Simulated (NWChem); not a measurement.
System: WNH₂SOF; SMILES [NH]=[W]([OH])([F])=[S]

Here is an NWChem input.

```
start job
memory heap 200 mb stack 900 mb global 1100 mb
geometry units angstroms noautoz
  W      0.006063    -0.136331     0.118638
  N     -0.924185    -0.757619    -1.206292
  H     -1.525322    -0.712700    -2.024317
  S     -0.026613     1.998042     0.016020
  F     -0.793142    -0.713891     1.707707
  O      1.775015    -0.723161    -0.101309
  H      2.094255    -1.335869    -0.773261
end
basis spherical
  * library def2-svp
end
ecp
  W library def2-ecp
end
dft
  xc pw6b95
  iterations 150
  mulliken
end
task dft energy
```

Geometry: optimised at PBE0/def2-SVP. No frequency run checked for a minimum. def2 effective core potentials on W; no spin-orbit coupling.

### Question
What results follow from this input? (PW6B95/def2-SVP with def2 effective core potentials on W.) Quantities: energy (Ha); highest occupied level (eV); orbital gap (eV); dipole (D).

### Answer
* **energy (Ha)**: -696.75
* **highest occupied level (eV)**: -7.53
* **orbital gap (eV)**: 5.60
* **dipole (D)**: 3.65
